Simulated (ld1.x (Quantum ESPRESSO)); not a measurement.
**What one change does to a pseudopotential (germanium (Ge), ultrasoft)**

```json
{"Element": "Ge (Z = 32)", "Generator": "ld1.x (Quantum ESPRESSO) 7.5", "Type": "ultrasoft", "Functional": "LDA (PZ)", "Relativity": "non-relativistic", "Frozen core": "[Ne] 3s2", "Valence charge": "20", "Reference configuration": "3p6 3d10 4s2 4p2", "Partial waves": "4s (bound): rcut 1.40, rcutus 1.75 bohr; 4s channel at 1.05 Ry: rcut 1.40, rcutus 1.75 bohr; 3p (bound): rcut 0.95, rcutus 1.05 bohr; 4p (bound): rcut 0.95, rcutus 1.05 bohr; 3d (bound): rcut 0.60, rcutus 0.85 bohr; 3d channel at -1.35 Ry: rcut 0.60, rcutus 0.85 bohr", "Local potential": "all-electron potential smoothed inside 1.20 bohr (lloc = -1)", "Core correction": "none", "Augmentation charge": "PSQ, inside the norm-conserving radii"}
```

All-electron outer shells of the reference configuration (LDA (PZ), non-relativistic, ld1.x):

| shell | level (eV) | outermost node (bohr) | outermost maximum (bohr) |
| --- | --- | --- | --- |
| 3s | -162.21 | 0.26 | 0.55 |
| 3p | -114.14 | 0.23 | 0.55 |
| 3d | -30.39 | – | 0.50 |
| 4s | -11.61 | 0.78 | 1.77 |
| 4p | -4.08 | 0.83 | 2.22 |

Change: all radii scaled by about 1.36 (s 2.38, p 1.42, d 1.16 bohr, rcut 1.90/1.28/0.82); local potential all-electron potential smoothed inside 1.62 bohr (lloc = -1).

Cutoffs: the cutoffs (Ry, on a coarse ladder) from which the occupation-weighted sum of valence levels, in a spherical-Bessel basis at the reference potential, stays within 10 and 1 mRy of its value at 400 Ry; they do not see the model core or the augmentation charge, which bear on the density cutoff. Errors are all-electron minus pseudo energies relative to the spin-unpolarised reference configuration.

**Question.** How do hardness, ghosts and transferability respond?

**Answer.** Of the 9 tests that both files solve, the error grows in 3 and shrinks in 5 by more than 15 % and 0.3 meV (median size 3.4 → 2.1 meV); neither file shows a bound ghost.

| quantity | base | changed |
| --- | --- | --- |
| cutoff, loose | 230 Ry | 110 Ry |
| cutoff, tight | over 300 Ry | 180 Ry |
| loose cutoff by channel (10 mRy a level) | s 8 Ry, p 100 Ry, d 140 Ry | s 6 Ry, p 35 Ry, d 70 Ry |
| bound ghosts | none | none |
| error for 3p6 3d10 4s2 4p1, meV [ΔE 7.66 eV] | -1.0 | -0.4 |
| error for 3p6 3d10 4s2 4p0, meV [ΔE 23.39 eV] | -9.8 | -2.1 |
| error for 3p6 3d10 4s1 4p0, meV [ΔE 58.05 eV] | -5.7 | +2.8 |
| error for 3p6 3d10 4s1 4p2, meV [ΔE 16.02 eV] | -1.5 | -10.0 |
| error for 3p5 3d10 4s2 4p2, meV [ΔE 124.27 eV] | -82 | -115 |
| error for 3p6 3d10 4s0 4p0, meV [ΔE 103.97 eV] | +3.4 | -20 |
| error for 3p6 3d10 4s2 4p2.3, meV [ΔE -0.94 eV] | 0.0 | 0.0 |
| error for 3p6 3d10 4s2 4p2 (spin-polarised), meV [ΔE -0.56 eV] | +7.3 | +1.5 |
| error for 3p6 3d10 4s2 4p1 (spin-polarised), meV [ΔE 7.48 eV] | +2.0 | +0.3 |
| lowest overlap eigenvalue by channel | s 0.36, p 0.14, d 0.96 | s 0.34, p 0.81, d 1.00 |
